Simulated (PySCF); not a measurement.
PySCF input for CH2NO, SMILES N=C=[OH+], charge +1, B3LYP-D3(BJ)/def2-TZVP. Geometry optimised at B3LYP-D3(BJ)/def2-TZVP. The isomer is the one that the SMILES or the coordinates give; other isomers of the formula were not compared.

```python
import numpy as np
from pyscf import gto, scf, dft, df
from pyscf.hessian import thermo

mol = gto.M(
    atom='''
    N     0.01246526    1.20624441    0.00000000
    C     0.01233938    0.06578710    0.00000000
    O    -0.11168408   -1.16805063    0.00000000
    H     0.02492195    2.21532796    0.00000000
    H     0.70725758   -1.70935636    0.00000000
    ''',
    basis='def2-TZVP',
    charge=1,
    spin=0,
    max_memory=1600,
    verbose=3,
)
mf = dft.RKS(mol, xc='b3lyp').density_fit(auxbasis='def2-universal-jkfit')
mf.disp = 'd3bj'
mf.grids.level = 3
mf.conv_tol = 1e-11
mf.max_cycle = 100
mf.kernel()

# [left out here: the lines that compute and print the analytic Hessian (its translational invariance restored by hand, since the grid's response is missing), thermochemistry and intensities]
```

It prints:

```
converged SCF energy = -169.018365400198

WARN: DFTD3 does not support analytical Hessian, using finite difference


WARN: Mole.unit (angstrom) is changed to Bohr

Mode                                 0                   1                   2
Irrep
Freq [cm^-1]                      342.0331            487.8074            549.8090
Reduced mass [au]                   1.4196              4.7558              1.1330
Force const [Dyne/A]                0.0978              0.6668              0.2018
Char temp [K]                     492.1094            701.8463            791.0528
Normal mode                   x     y     z       x     y     z       x     y     z
       0   N                -0.00 -0.00  0.12    0.12  0.00  0.00    0.06 -0.00 -0.00
       1   C                -0.00 -0.00 -0.09   -0.22  0.01 -0.00    0.06 -0.00  0.00
       2   O                 0.00  0.00  0.01    0.05 -0.02  0.00   -0.03  0.01 -0.00
       3   H                 0.00 -0.00 -0.82   -0.15  0.01  0.00   -0.92  0.01 -0.00
       4   H                -0.00 -0.00  0.04    0.24  0.25  0.00   -0.12 -0.11 -0.00
Mode                                 3                   4                   5
Irrep
Freq [cm^-1]                      554.8458           1087.5764           1246.0694
Reduced mass [au]                   3.3785              1.4591              4.5947
Force const [Dyne/A]                0.6128              1.0169              4.2033
Char temp [K]                     798.2996           1564.7802           1792.8165
Normal mode                   x     y     z       x     y     z       x     y     z
       0   N                -0.00  0.00 -0.06   -0.01  0.03  0.00   -0.00 -0.15 -0.00
       1   C                -0.00  0.00  0.23    0.09  0.02 -0.00    0.01 -0.06  0.00
       2   O                 0.00 -0.00 -0.08   -0.08 -0.08  0.00   -0.01  0.17 -0.00
       3   H                 0.00  0.00 -0.44   -0.04  0.04 -0.00   -0.02 -0.18  0.00
       4   H                 0.00  0.00 -0.21    0.45  0.68  0.00    0.10  0.34 -0.00
Mode                                 6                   7                   8
Irrep
Freq [cm^-1]                     2494.2375           3590.9614           3671.9169
Reduced mass [au]                   6.7679              1.0690              1.1415
Force const [Dyne/A]               24.8074              8.1218              9.0680
Char temp [K]                    3588.6524           5166.5939           5283.0709
Normal mode                   x     y     z       x     y     z       x     y     z
       0   N                -0.00  0.13  0.00   -0.00  0.02 -0.00   -0.00 -0.09 -0.00
       1   C                -0.00 -0.24 -0.00   -0.00 -0.00 -0.00   -0.00  0.03  0.00
       2   O                -0.00  0.04  0.00   -0.05  0.04  0.00   -0.01  0.01 -0.00
       3   H                -0.00  0.26 -0.00   -0.00 -0.19  0.00    0.01  0.91 -0.00
       4   H                 0.02  0.06  0.00    0.78 -0.54  0.00    0.16 -0.12 -0.00
temperature 298.1500 [K]
pressure 101325.00 [Pa]
Rotational constants [GHz] 753.91810 10.07264 9.93984
Symmetry number 1
Zero-point energy (ZPE) 0.03195 [Eh]   83889.666 [J/mol]
                           tot       elec      trans        rot        vib
Entropy [J/mol/K]       248.268      0.000    155.950     79.470     12.848
Cv [J/mol/K]             48.403      0.000     12.472     12.472     23.459
Cp [J/mol/K]             56.717      0.000     20.786     12.472     23.459
Internal energy [J/mol]                      3718.434   3718.434  86567.737
Internal energy [Eh]   -168.98256  -169.01837
Enthalpy [J/mol]                             6197.391   3718.434  86567.737
Enthalpy [Eh]          -168.98162
Gibbs free energy [J/mol]                  -40299.225 -19975.427  82737.206
Gibbs free energy [Eh] -169.00981
mode   freq/cm-1   IR/(km/mol)
   1      342.03       158.576
   2      487.81        33.864
   3      549.81       138.349
   4      554.85        11.169
   5     1087.58       265.520
   6     1246.07        16.953
   7     2494.24       262.888
   8     3590.96       680.854
   9     3671.92       585.708
max |gradient| / (hartree/bohr): 2.691640644173656e-05
APT charges: [-0.5534  1.1155 -0.5927  0.5239  0.5067]
```

The run converged.
